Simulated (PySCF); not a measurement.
## Structure from NMR data

An unknown has the formula C$_{13}$H$_{10}$. Its calculated NMR data are:

$^{1}$H NMR (400 MHz, computed): δ 8.02 (m, 2H), 7.62 (m, 2H), 7.52 (m, 2H), 7.42 (m, 2H), 3.87 (quint, J = 1.1 Hz, 2H).

$^{13}$C{$^{1}$H} NMR (computed): δ 148.4 (C, 2C), 146.8 (C, 2C), 132.3 (CH, 2C), 132.2 (CH, 2C), 130.2 (CH, 2C), 125.1 (CH, 2C), 39.5 (CH2).

[PySCF 2.14: structure optimised with PBE0-D3(BJ)/def2-SVP; spin–spin couplings from B3LYP/pcJ-1 (without the spin–dipole term); σ from GIAO-PBE0/pcSseg-1; rapidly exchanging positions averaged; gas phase; relativity neglected; a single conformation]

Referencing at the same level of theory: $^{1}$H and $^{13}$C vs TMS.

What is the structure?

Answers


- The formula gives 9 degrees of unsaturation (3 rings in the answer).
- 7 carbon signals for 13 carbons: some carbons are equivalent by symmetry or fast rotation.
- Carbon types of the structure: 4 × C, 8 × CH, 1 × CH2, which accounts for all hydrogens.
- δC 148.4, 146.8: substituted aromatic carbon.
- δC 132.3, 132.2, 130.2, 125.1: aromatic CH.
- δC 39.5: sp3 CH2 on an aromatic ring; aliphatic region, no heteroatom directly attached.
- δH 8.02, 7.62, 7.52, 7.42: hydrogen on an aromatic CH; aromatic region.
- δH 3.87: hydrogen on an sp3 CH2 on an aromatic ring.

The compound is fluorene (SMILES c1ccc2c(c1)Cc1ccccc1-2).

The data come from this structure; uniqueness wasn't tested.

Multiplet labels drop couplings under 1 Hz and merge nearly equal ones. Unscaled 3J(H,H) at this level run about 10 % above measured values. Shifts are as computed. Against solution values, carbons near 30 ppm lie about +2 ppm off and those near 130 ppm about +5 ppm. Of 1313 compounds with measured shifts, 239 miss one by over three times the rms of a fit or turn the order of signals round; such compounds aren't used in these exercises.
